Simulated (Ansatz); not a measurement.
Reading a saddle point

A first-order saddle point of Si₅H₁₀OF₄, closed shell, PBE0-D4/def2-TZVP, with one imaginary mode of 792i cm⁻¹:

```tsv
atom	x (Å)	y (Å)	z (Å)
Si1	-1.5569	1.7527	-1.1602
F2	-1.1203	3.1540	0.0301
F3	-0.9466	2.6119	-2.3319
F4	-1.6855	0.3409	-1.9256
F5	-3.0753	1.9792	-0.8069
H6	-0.5211	2.2123	0.4362
O7	-0.4917	1.1180	0.0371
Si8	0.3462	-0.3673	0.2883
Si9	-1.1630	-2.1359	-0.0165
Si10	1.1053	-0.2878	2.5018
Si11	2.1350	-0.4658	-1.2207
H12	-0.6852	-3.2611	0.8343
H13	-2.5071	-1.7066	0.4484
H14	-1.2103	-2.5787	-1.4306
H15	1.9154	0.9393	2.7265
H16	-0.0375	-0.3019	3.4525
H17	1.9530	-1.4888	2.7238
H18	3.0792	0.6595	-0.9879
H19	1.6289	-0.4182	-2.6161
H20	2.8376	-1.7557	-0.9825
```

Ansatz 0.2.0; basis: def2-TZVPP and def2-QZVPP; cores frozen in the correlated methods. Extrapolation: Hartree–Fock as exp(−7.88 √X), correlation as X^−2.97.

**Question.** Which contacts change along the imaginary mode, and what lies on either side? (A judgement: the text doesn't fix the answer.)

**Answer.** By the calculation: The step is Si₄H₁₀O ([OH][Si]([SiH3])([SiH3])[SiH3]) + SiF₄ ([F][Si]([F])([F])[F]) → Si₅H₉OF₃ ([F][Si]([F])([F])[O][Si]([SiH3])([SiH3])[SiH3]) + HF, with the molecules in contact on both sides. Shortening one way: Si1–O7, F2–H6; lengthening the same way: Si1–F2, H6–O7.
```csv
pair,one side (Å),saddle (Å),other side (Å)
Si1–O7,2.85,1.72,1.61
F2–H6,2.74,1.19,0.93
Si1–F2,1.56,1.89,3.77
H6–O7,0.96,1.17,1.76
```

**Question.** Which side is lower, and how far does the saddle lie above each? (Judge from chemistry; the value comes from the calculation.)

**Answer.** The calculation gives: The side with Si1–F2, H6–O7 short is lower by 2.13 kcal/mol; the saddle lies 24.92 kcal/mol above it and 22.78 kcal/mol above the other (CCSD(T) at an estimated basis limit (MP2 extrapolated from triple and quadruple zeta, plus CCSD(T) − MP2 in triple zeta); electronic energies).

The T1 diagnostic stays at or below 0.013.

The step is the kind of ligand exchange by which a precursor binds to a hydroxyl group, or is hydrolysed, in atomic layer deposition of oxides. Here a small cluster stands in for the surface site.

Labels in which every atom is bracketed show which atoms are joined, not bond orders.

For scale, one of the runs: CCSD(T)/def2-TZVPP, 505 basis functions, launched by `ansatz run in.yaml --threads 4 --pin off --events-out ev --progress --plain --max-ram 66560MiB --backend cuda --devices 0, --max-vram 37GiB`. The run took 98 s on 4 CPU threads of an AMD EPYC 7R13 and a share of one NVIDIA H100 (shared host), with 2.3 GiB of host memory at its peak.
